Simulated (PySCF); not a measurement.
MRb for M along the third period

CCSD(T) with double-zeta basis sets in PySCF, for the lowest determinant that a PBE0 search found; no spin–orbit coupling. De refers to high-spin ground-configuration atoms.

| M | basis | reference, frozen orbitals | state (unpaired electrons) | Re (Å) | ωe (cm⁻¹) | De (eV) |
| --- | --- | --- | --- | --- | --- | --- |
| Na | def2-SVP | RHF, 1 | singlet (closed shell) | 3.743 | 99.4 | 0.54 |
| Mg | def2-SVP | ROHF, 1 | doublet (σ ↑) | 4.424 | 42.4 | 0.06 |
| Al | def2-SVP | UHF, 5 | triplet (σ ↑, π ↑) | 3.630 | 107 | 0.32 |
| Si | def2-SVP | UHF, 5 | quartet (σ ↑, π ↑↑) | 3.237 | 176 | 1.21 |
| S | def2-SVP | UHF, 5 | doublet (π ↑) | 2.991 | 225 | 1.90 |
| Cl | def2-SVP | RHF, 5 | singlet (closed shell) | 2.832 | 248 | 3.59 |

The shortest bond is that of RbCl (2.832 Å), the longest that of RbMg (4.424 Å). RbCl is bound most strongly (3.59 eV) and RbMg least (0.06 eV).

The state changes along the series, so neighbouring rows are not always alike in their bonding.

Correlated steps freeze the inner cores (1 to 5 orbitals); shallow outer-core shells are correlated. UHF and ROHF references stand side by side, which adds small steps between rows. Weak bonds: RbAl, RbMg. Basis-set superposition, not corrected here, can be much of De in a small basis, most of all at correlated wavefunction levels. Where the molecule has an RHF reference, its open-shell atoms are computed with UHF. States were picked by a PBE0 search and need not be the measured ground states.
